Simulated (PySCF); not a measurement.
Species: `CC[Si@@H]1O[SiH2]O[Si@@H](N)O1`. The columns A, B, C and D hold Mulliken, IAO, Hirshfeld and ESP-fitted charges (e) of one PBE0/pcSseg-1 density (PySCF), in a shuffled order. Coordinates in Å (GFN2-xTB); the density's dipole moment is (0.50, 1.14, -0.29) D.

```csv
atom,x,y,z,A,B,C,D
C1,-2.619,0.509,0.068,-0.310,-0.410,-0.115,-0.148
C2,-2.134,-0.328,-1.115,-0.597,-0.572,-0.163,-0.240
Si3,-0.304,-0.808,-0.994,+1.170,+1.322,+0.476,+0.592
O4,-0.081,-1.666,0.374,-0.754,-0.890,-0.307,-0.457
Si5,0.901,-1.409,1.641,+1.020,+1.220,+0.463,+0.716
O6,1.688,-0.006,1.443,-0.743,-0.895,-0.311,-0.484
Si7,1.610,1.065,0.224,+1.132,+1.403,+0.484,+0.862
N8,3.170,1.118,-0.487,-0.615,-0.855,-0.318,-0.927
O9,0.590,0.548,-0.930,-0.754,-0.890,-0.307,-0.419
H10,-2.047,1.432,0.137,+0.124,+0.139,+0.038,+0.051
H11,-2.490,-0.042,0.997,+0.123,+0.138,+0.038,+0.061
H12,-3.673,0.762,-0.040,+0.119,+0.144,+0.042,+0.056
H13,-2.737,-1.233,-1.185,+0.139,+0.149,+0.040,+0.079
H14,-2.299,0.225,-2.039,+0.139,+0.149,+0.040,+0.076
H15,0.240,-1.615,-2.079,-0.131,-0.169,-0.088,-0.116
H16,1.899,-2.468,1.637,-0.143,-0.163,-0.080,-0.113
H17,0.043,-1.248,2.805,-0.147,-0.166,-0.083,-0.131
H18,1.006,2.268,0.786,-0.159,-0.194,-0.093,-0.172
H19,3.958,1.297,0.113,+0.194,+0.270,+0.122,+0.364
H20,3.273,1.609,-1.359,+0.194,+0.270,+0.122,+0.351
```

Question: Which column most likely holds the ESP-fitted charges?

Answer: D. Σ q r misses the density's dipole by 0.03 D (D), 0.71 D (C), 0.76 D (A), 0.78 D (B). Charges fitted to the outside potential are the only set here that is tied to the molecule's multipoles.

Question: And the Hirshfeld charges?

Answer: C. The mean sizes are 0.186 e (C), 0.321 e (D), 0.435 e (A), 0.520 e (B), and Hirshfeld charges are commonly the smallest of these schemes.

As computed, A = Mulliken, B = IAO, C = Hirshfeld, D = ESP-fitted. Hydrogens on carbon: Mulliken +0.12 to +0.14, IAO +0.14 to +0.15, Hirshfeld +0.04 to +0.04, ESP-fitted +0.05 to +0.08 e.

The ESP scheme fits charges at the nuclei, held to the total charge, to the electrostatic potential on points at 1.4 to 2.0 times the van der Waals radii. The IAO scheme counts the electrons in orthogonalised intrinsic atomic orbitals, a minimal basis polarised so that it spans the occupied orbitals exactly.

One conformer (not necessarily the lowest) at the GFN2-xTB geometry, without solvent, vibrations or thermal averaging.

The run behind these numbers computed NMR shieldings as well. Hardware: Arm Neoverse N1, one thread, shared host. Cost: 93 s of wall time, 1.1 GiB resident at most.
